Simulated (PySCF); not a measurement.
C2H8BeN2. Atoms are numbered in the order given.

```xyz
13

Be     0.0000     0.0000     1.0171
N      0.0000     0.0000     2.5189
H      0.8251     0.0000     3.1086
H     -0.8251     0.0000     3.1086
N      0.0000     0.0000    -0.4900
C      0.0000     1.2002    -1.2850
C      0.0000    -1.2002    -1.2850
H     -0.8898     1.2649    -1.9443
H      0.8898     1.2649    -1.9443
H      0.0000     2.0970    -0.6453
H      0.8898    -1.2649    -1.9443
H     -0.8898    -1.2649    -1.9443
H      0.0000    -2.0970    -0.6453
```

The structure is a stationary point at PBE0-D3(BJ)/def2-SVP. One conformer was computed; it need not be the lowest.

Calculation: PySCF with PBE0-D3(BJ)/def2-SVP.

Harmonic, unscaled wavenumbers; measured fundamentals usually lie a few per cent lower.

| mode | ν (cm⁻¹) | IR (km/mol) | Raman (Å⁴/amu) | depolarisation | moving atoms (share of kinetic energy) |
|---|---|---|---|---|---|
| 1 | 122 | 0.1 | 0.6 | 0.75 | C 37 %, N 32 %, H 27 % |
| 2 | 155 | 2.4 | 0.2 | 0.75 | H 55 %, N 30 %, Be 11 % |
| 3 | 243 | 0.0 | 0.5 | 0.75 | H 97 % |
| 4 | 261 | 1.2 | 0.2 | 0.75 | H 72 %, Be 19 % |
| 5 | 301 | 0.0 | 0.0 | – | H 99 % |
| 6 | 351 | 0.0 | 3.0 | 0.49 | C 38 %, H 37 %, N 19 % |
| 7 | 359 | 12.7 | 1.0 | 0.75 | N 36 %, H 35 %, Be 28 % |
| 8 | 428 | 70.2 | 0.0 | – | H 67 %, Be 21 %, N 9 % |
| 9 | 486 | 143.1 | 1.6 | 0.75 | Be 57 %, H 19 %, N 19 % |
| 10 | 611 | 0.4 | 11.0 | 0.07 | N 48 %, C 29 %, H 21 % |
| 11 | 690 | 87.6 | 5.0 | 0.75 | H 57 %, Be 24 %, N 19 % |
| 12 | 1017 | 18.1 | 6.2 | 0.62 | C 40 %, H 34 %, N 23 % |
| 13 | 1090 | 1.9 | 2.1 | 0.75 | H 75 %, C 24 % |
| 14 | 1108 | 0.0 | 2.5 | 0.75 | H 80 %, C 20 % |
| 15 | 1169 | 1.3 | 0.1 | 0.75 | H 68 %, C 20 %, N 12 % |
| 16 | 1241 | 25.0 | 2.3 | 0.20 | H 43 %, C 20 %, N 20 %, Be 17 % |
| 17 | 1256 | 74.0 | 0.0 | – | N 59 %, C 31 %, H 10 % |
| 18 | 1429 | 5.0 | 17.7 | 0.75 | H 85 %, C 15 % |
| 19 | 1447 | 0.0 | 39.6 | 0.75 | H 97 % |
| 20 | 1453 | 10.5 | 0.0 | – | H 97 % |
| 21 | 1455 | 54.7 | 5.9 | 0.51 | H 76 %, C 20 % |
| 22 | 1471 | 44.9 | 24.9 | 0.58 | H 78 %, Be 15 % |
| 23 | 1480 | 16.9 | 3.7 | 0.75 | H 96 % |
| 24 | 1525 | 0.1 | 32.5 | 0.75 | H 85 %, N 10 % |
| 25 | 1589 | 397.7 | 4.2 | 0.30 | Be 38 %, H 31 %, N 30 % |
| 26 | 2971 | 70.4 | 23.6 | 0.75 | H 97 % |
| 27 | 2978 | 132.4 | 315.7 | 0.01 | H 97 % |
| 28 | 3024 | 113.9 | 255.6 | 0.75 | H 91 %, C 9 % |
| 29 | 3034 | 0.0 | 28.3 | 0.75 | H 90 %, C 10 % |
| 30 | 3121 | 21.4 | 56.9 | 0.75 | H 91 %, C 9 % |
| 31 | 3122 | 30.8 | 82.6 | 0.60 | H 91 %, C 9 % |
| 32 | 3623 | 42.1 | 146.8 | 0.11 | H 95 % |
| 33 | 3704 | 31.4 | 70.6 | 0.75 | H 92 %, N 8 % |
